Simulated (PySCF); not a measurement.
Unrelated species, one level of theory. Level of theory: PySCF, TDDFT B3LYP/def2-SVPD, vertical, gas phase, core orbitals frozen in the response. Geometries: GFN2-xTB; one conformer of each isolated species. Triplets are in the Tamm–Dancoff approximation.

Question: Rank by computed S1–T1 gap, lowest first.
A. `FC(F)[SiH3]` (CH4F2Si)
B. `C[SiH](C)[SiH3]` (C2H10Si2)
C. `O[Si@H]1OCC2=CC=CN21` (C5H7NO2Si)
D. `CCCO` (C3H8O)

Answer: D (0.27 eV), A (0.52 eV), B (0.75 eV), C (0.92 eV).

| SMILES | S1−T1 (eV) | S1 (eV) | T1 (eV) | S1 mainly | T1 mainly | f(S1) |
| --- | --- | --- | --- | --- | --- | --- |
| CCCO | 0.27 | 6.71 | 6.45 | H→L (92%) | H→L (85%) | 0.007 |
| FC(F)[SiH3] | 0.52 | 7.47 | 6.95 | H→L (95%) | H→L (95%) | 0.053 |
| C[SiH](C)[SiH3] | 0.75 | 7.03 | 6.27 | H→L (96%) | H→L (82%) | 0.022 |
| O[Si@H]1OCc2cccn21 | 0.92 | 5.14 | 4.22 | H→L (97%) | H→L+1 (65%) | 0.002 |

H and L stand for HOMO and LUMO. For `O[Si@H]1OCc2cccn21` the leading configurations of S1 and T1 differ. Singlets come from full response and triplets from the Tamm–Dancoff approximation.
